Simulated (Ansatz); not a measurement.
Input for Ansatz (a program for electronic structure): R-CCSD(T)/cc-pV(D+d)Z on H4O3Si (SMILES O[SiH](O)O), a point of a torsion scan. Files ending in .json are basis or fitting sets from the Basis Set Exchange.

Ansatz 0.2 input:
```yaml
crystal:
  periodic: [false, false, false]
  atoms:
    - {symbol: O, position_ang: [1.60936055, 0.27136631, -0.42097299]}
    - {symbol: Si, position_ang: [0.15035508, 0.01705697, 0.20326385]}
    - {symbol: O, position_ang: [-0.32233707, -1.48520219, -0.22692632]}
    - {symbol: O, position_ang: [0.27023465, 0.15533500, 1.82548440]}
    - {symbol: H, position_ang: [2.33987981, -0.29297403, -0.18173277]}
    - {symbol: H, position_ang: [-0.68681103, 1.04626149, -0.37762742]}
    - {symbol: H, position_ang: [-1.16632484, -1.84088783, 0.02938722]}
    - {symbol: H, position_ang: [-0.48184706, 0.04891823, 2.39787837]}
basis:
  gaussian:
    orbitals: cc-pV_D+d_Z.json
magnetization: {spin_polarized: false}
correlation: {method: ccsd_t, electrons: outside_noble_gas}
scf: {lower_state_search: off}
```

The log:

```
WARN ansatz: RAYON_NUM_THREADS=1 ignored (pool sized by the plan → 1); use --threads N
Functional definition: HF
these checks for a lower state are left out or cut short: stability, starts, cluster_reference, orbital_swaps, neighbouring_geometries, increment
integrals: 0.08 GiB planned
813 factors; integrals over basis functions are off by at most 1.1e-3 eV
mean field: 0.18 GiB planned
mean field evaluation 1: about -14036.9639 eV, gradient 5.0e1 eV
mean field evaluation 2: about -14036.9680 eV, gradient 5.0e1 eV
mean field evaluation 4: about -14041.3991 eV, gradient 2.5e0 eV
mean field evaluation 8: about -14041.4199 eV, gradient 8.4e-2 eV
mean field -14041.41996858 eV, -516.0126662291 hartree, gradient 1.1e-6 eV, S^2 0.000000; 0 other end points of the search recorded, 0 dependent functions left out
8 core orbitals not correlated
reference -14041.41996858 eV, -516.0126662291 hartree; 13, 13 occupied and 64, 64 virtual orbitals, 813 factors
second order -17.88038662 eV of doubles, -0.00000000 eV of singles
coupled cluster: 0.25 GiB planned
cycle   1  -18.04608465 eV  change   -1.7e-1 eV  update   8.6e-2
cycle   2  -18.41899287 eV  change   -3.7e-1 eV  update   2.3e-2
cycle   3  -18.51681648 eV  change   -9.8e-2 eV  update   1.2e-2
cycle   4  -18.50966280 eV  change    7.2e-3 eV  update   2.3e-3
cycle   5  -18.50895640 eV  change    7.1e-4 eV  update   9.3e-4
cycle   6  -18.50930129 eV  change   -3.4e-4 eV  update   2.6e-4
cycle   7  -18.50918236 eV  change    1.2e-4 eV  update   8.8e-5
cycle   8  -18.50912126 eV  change    6.1e-5 eV  update   2.5e-5
cycle   9  -18.50911538 eV  change    5.9e-6 eV  update   7.1e-6
perturbative correction -0.36562572 eV, -0.0134364974 hartree
Total energy: -14060.29470969 eV, -516.7063001709 hartree
Checks for a lower state left out: stability, starts, cluster_reference, orbital_swaps, neighbouring_geometries, increment
```

The run converged.

Cost: roughly 6 core-seconds.
